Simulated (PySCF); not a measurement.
## Te: ionisation energy

Te [Kr] 4d10 5s2 5p4 (3P) → Te⁺ [Kr] 4d10 5s2 5p3 (4S), as a difference of total energies. Calculation: PySCF 2.14, in x2c-TZVPPall with one added diffuse shell each of s, p, d, f type (9s7p5d3f, 76 functions); scalar relativity by spin-free X2C-1e. Correlated levels: valence and next inner shell: [Ar] 3d10 frozen. The calculations carry no spin-orbit coupling.

```tsv
method	ionisation energy (eV)
UHF	7.761
MP2 (valence and next inner shell)	8.438
SCS-MP2 (valence and next inner shell)	8.457
CCSD (valence and next inner shell)	8.528
CCSD(T) (valence and next inner shell)	8.569
```

How much does correlation contribute at CCSD(T) (valence and next inner shell)?

8.569 − (7.761) = 0.808 eV, measured against UHF.

Errors of the correlated levels include the incompleteness of this basis and the frozen core.

For comparison: 8.749 eV (measured; NIST levels, between the centres of gravity of the two terms).
